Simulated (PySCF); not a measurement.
**Continuum solvent and chemical shifts**

Molfile (atoms numbered from 1):
```
C7H5NO
     RDKit          3D

 14 15  0  0  0  0  0  0  0  0999 V2000
   -2.1522   -0.3907   -0.0268 C   0  0  0  0  0  0  0  0  0  0  0  0
   -1.0384   -1.2213   -0.0822 C   0  0  0  0  0  0  0  0  0  0  0  0
    0.2170   -0.6015   -0.0338 C   0  0  0  0  0  0  0  0  0  0  0  0
    1.5989   -1.0013   -0.0572 C   0  0  0  0  0  0  0  0  0  0  0  0
    2.3110    0.1535    0.0281 C   0  0  0  0  0  0  0  0  0  0  0  0
    1.5177    1.2483    0.1031 O   0  0  0  0  0  0  0  0  0  0  0  0
    0.2412    0.7991    0.0660 C   0  0  0  0  0  0  0  0  0  0  0  0
   -0.9266    1.5527    0.1155 C   0  0  0  0  0  0  0  0  0  0  0  0
   -2.1038    0.9462    0.0682 N   0  0  0  0  0  0  0  0  0  0  0  0
   -3.1556   -0.8291   -0.0614 H   0  0  0  0  0  0  0  0  0  0  0  0
   -1.1486   -2.3047   -0.1595 H   0  0  0  0  0  0  0  0  0  0  0  0
    2.0047   -2.0075   -0.1273 H   0  0  0  0  0  0  0  0  0  0  0  0
    3.3810    0.3486    0.0461 H   0  0  0  0  0  0  0  0  0  0  0  0
   -0.9014    2.6452    0.1931 H   0  0  0  0  0  0  0  0  0  0  0  0
  1  2  1  0
  2  3  2  0
  3  4  1  0
  4  5  2  0
  5  6  1  0
  6  7  1  0
  7  8  2  0
  8  9  1  0
  9  1  2  0
  7  3  1  0
  1 10  1  0
  2 11  1  0
  4 12  1  0
  5 13  1  0
  8 14  1  0
M  END
```

GIAO PBE0/pcSseg-1 in PySCF 2.14.0 with density-fitted response routines on one PBE0-D3(BJ)/def2-SVP conformer, non-relativistic, equivalent nuclei averaged. Solvents enter as an IEF-PCM continuum (chloroform with ε = 4.7) around the gas-phase geometry. Shifts are referred to TMS computed in the same medium.

Gas phase, δ in ppm: C7 155.2, C5 151.8, C1 148.3, C8 138.9, C3 136.9, C2 120.4, C4 111.3, H14 9.10, H10 8.71, H13 7.62, H11 7.58, H12 6.93. Dipole moment 3.10 D.

Q: How does each δ change in the continuum?

A: 
```csv
atoms,environment,"Δδ, chloroform"
C7,ring-fusion aromatic carbon,+1.1
C5,aromatic CH next to the ring oxygen,+3.2
C1,aromatic CH next to a ring nitrogen,+0.6
C8,aromatic CH next to a ring nitrogen,+0.7
C3,ring-fusion aromatic carbon,+1.9
C2,aromatic CH,+2.1
C4,aromatic CH,+1.1
H14,hydrogen on an aromatic CH next to a ring nitrogen,+0.02
H10,hydrogen on an aromatic CH next to a ring nitrogen,0.00
H13,hydrogen on an aromatic CH next to the ring oxygen,+0.30
H11,hydrogen on an aromatic CH,+0.28
H12,hydrogen on an aromatic CH,+0.27
```

Changes are relative to the gas phase. The dipole moment becomes 3.89 D in chloroform.

Q: Which nuclei move most (in ppm), and what does the model miss?

A: C5 (aromatic CH next to the ring oxygen, +3.2 ppm) in chloroform. A continuum only polarises the solute; specific hydrogen bonds, the anisotropy of aromatic solvents and changes of geometry or conformer are outside it.
